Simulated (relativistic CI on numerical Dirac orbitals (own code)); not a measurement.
Energy levels of Er4+

These numbers are calculated, not measured: Dirac-Coulomb-Breit CI, KLI orbitals optimised for each configuration, model QED, valence Slater integrals scaled by 0.75 (own radial code, finite nucleus).

Configuration list (outside the closed core [Xe]): 4f10.

The lowest level is 4f10 5I_8, with 90 % of that term; Hund's rules for 4f10 give 5I with J = 8, in agreement.

```
No.  Configuration  Term   J  E (cm⁻¹)   %  Next component (%)  Lifetime (s)
  1           4f10    5I   8       0.0  90                9 3K              
  2           4f10    5I   7    6129.9  96                4 3K      9.94e-02
  3           4f10    5I   6   10098.7  92                6 3H      2.26e-01
  4           4f10    5I   5   12800.1  81               12 3H      6.62e-01
  5           4f10    5I   4   15201.3  84               14 3H      1.13e+00
  6           4f10    5F   5   16876.1  66               24 3G      4.61e-01
  7           4f10    5S   2   19387.7  44               22 3P              
  8           4f10    3K   8   19930.0  66               12 1L      3.80e-02
  9           4f10    5F   4   20809.0  87                9 3F      4.94e-01
 10           4f10    5F   2   23012.2  37               36 5S      8.09e-01
 11           4f10    5F   3   23147.4  84                9 3D      8.02e-01
 12           4f10    5G   6   23846.5  54               40 3H      5.07e-02
 13           4f10    5F   1   24587.0  67               29 3D      3.48e-01
 14           4f10    3G   5   25353.8  36               28 5F      6.85e-02
 15           4f10    3K   7   25559.8  80               11 3L      4.88e-02
 16           4f10    3G   4   27419.1  44               36 5G      1.02e-01
 17           4f10    3L   9   27549.6  89               11 3M      4.03e-01
 18           4f10    3H   6   28639.1  52               40 5G      3.74e-02
 19           4f10    5F   2   29927.7  40               17 3F      7.02e-02
 20           4f10    3K   6   29984.4  85                6 1I      1.18e-01
 21           4f10    5G   5   30049.6  66               24 3H      4.04e-02
 22           4f10    3F   4   30574.8  31               24 1G      4.59e-02
 23           4f10    5G   3   31591.0  54               20 3F      1.92e-01
 24           4f10    3M  10   33126.7  97                3 1N      2.26e+00
 25           4f10    5G   2   33169.4  33               29 3F      9.39e-02
 26           4f10    3L   8   33897.1  62               18 3K      4.42e-02
 27           4f10    3P   1   34672.0  65               20 5F      4.44e-02
 28           4f10    3D   3   34766.8  59               15 5G      4.16e-02
 29           4f10    1L   8   35310.2  59               20 3L      9.94e-02
 30           4f10    3F   3   36393.4  50               31 3G      1.34e-01
 31           4f10    3P   0   37017.9  98                2 5D      2.37e-01
 32           4f10    5G   4   37257.2  40               30 3G      4.95e-02
 33           4f10    3L   7   37842.7  35               33 3I      8.75e-02
 34           4f10    3F   2   37933.7  30               29 5G      5.20e-02
 35           4f10    5D   4   38288.1  31               31 3H      3.08e-02
 36           4f10    3I   5   38393.2  32               29 3G      2.87e-02
 37           4f10    3I   7   38426.5  53               46 3L      4.67e-02
 38           4f10    3M   9   39282.6  89               11 3L      1.01e-01
 39           4f10    3P   2   39297.8  34               24 1D      4.15e-02
 40           4f10    3H   5   39747.7  38               36 3I      2.91e-02
 41           4f10    3I   6   40054.3  83                8 3H      8.79e-02
 42           4f10    3F   4   40494.2  72                9 5F      1.76e-02
 43           4f10    3D   1   42744.0  50               28 3P      3.06e-02
 44           4f10    3G   3   43662.5  41               22 3F      4.75e-02
 45           4f10    5D   4   44444.9  40               35 3F      5.22e-02
```

Energies count from the lowest computed level; lifetimes are radiative, by E1, M1, E2, M2 decay to levels of this space only; some are left blank where a channel outside the calculation adds to the decay or the decay crosses a small, uncertain gap.

The mean weight of the leading LS term, summed over parents, in these 45 levels is 60 %, and that of the leading jj configuration (from the same eigenvectors) 59 %.

One configuration and one scale for all Slater integrals: terms of lower spin can come out thousands of cm⁻¹ low, and their order can be wrong.

Landé's interval rule says that E(J) − E(J−1) = AJ with one A. For the ground term the intervals give A = -480.2, -450.2, -567.0, -766.2 cm⁻¹ for J = 5, 6, 7, 8; the multiplet is inverted.

LS names give the leading component of a level, which can be under half, so a name can repeat, a term be missing and a line seem to break the LS rules.
